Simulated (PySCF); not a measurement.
Cl$_{4}$Si (SMILES Cl[Si](Cl)(Cl)Cl), singlet, geometry from GFN2-xTB.

Here is a job for PySCF.
```python
from pyscf import gto, scf, mp

mol = gto.M(
    atom='''
Si   -0.000000    0.000000    0.000000
Cl    1.154087    1.151220    1.183261
Cl   -1.188553   -1.157440    1.142368
Cl    1.171487   -1.168380   -1.148842
Cl   -1.137021    1.174600   -1.176787
''',
    basis='def2-sv(p)',
    charge=0,
    spin=0,
    verbose=3,
)

mf = scf.RHF(mol)
mf = mf.density_fit(auxbasis='def2-universal-jkfit')
mf.kernel()

pt = mp.MP2(mf)
pt.kernel()
print('E(MP2) = %.10f' % pt.e_tot)
mf.analyze()
```

What is the computed SCF-reference HOMO-LUMO gap (PySCF with DF-MP2/def2-SV(P))?

17.16 eV

Estimate the SCF-reference HOMO energy that DF-MP2/def2-SV(P) returns for this input.

-12.85 eV
